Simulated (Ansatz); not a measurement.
Na₆Au⁺, relaxed as a singlet with RKS PBE-D4/def2-SVP in Ansatz, starting from the GFN2-xTB geometry. Force threshold 0.02 eV/Å.

In the def2 sets Au takes a core potential; there is no spin–orbit coupling. The relaxation made no stability test and no search for a lower SCF solution. No other spin state of charge 1 was run. The structure comes from a short search, and lower isomers may exist.

Start:

```xyz
7

Au    2.1539    0.4840    0.6929
Na   -1.8214    0.1560    0.1186
Na   -2.3761   -1.8330   -2.4421
Na    0.4815    2.1732    2.4342
Na   -2.5384    2.5289    2.0446
Na    0.5633   -2.2854   -1.7710
Na    3.5372   -1.2237   -1.0771
```

(1) Estimate the energy that the relaxation releases and the steps that it takes.

(2) Does the start keep its bonding?

(3) Predict the relaxed structure.

Results:

(1) 69.5 kJ/mol, in 17 steps; 55 s on 4 threads of Arm Neoverse N1 on a shared host. The force fell under the threshold at step 14, but the optimiser went on. No frequencies were taken in this run, so the end may be a saddle point.

(2) Bonds lost: Na6–Na7 (atoms count from 1). Bonds formed: Au1–Na2, Au1–Na6 (atoms count from 1). The end is the same structure that another start reached.

(3) 
| atom | x (Å) | y (Å) | z (Å) |
| --- | --- | --- | --- |
| Au1 | 1.495 | -0.175 | 0.008 |
| Na2 | -1.499 | 0.171 | 0.000 |
| Na3 | -2.976 | -2.086 | -2.270 |
| Na4 | 0.817 | 1.906 | 1.950 |
| Na5 | -2.426 | 2.734 | 2.236 |
| Na6 | 0.361 | -2.083 | -1.901 |
| Na7 | 4.228 | -0.467 | -0.023 |
Bond lengths (bridged metal pairs left out): 6 × Na–Na 3.36 to 3.53 Å; 4 × Au–Na 2.75 to 3.01 Å.
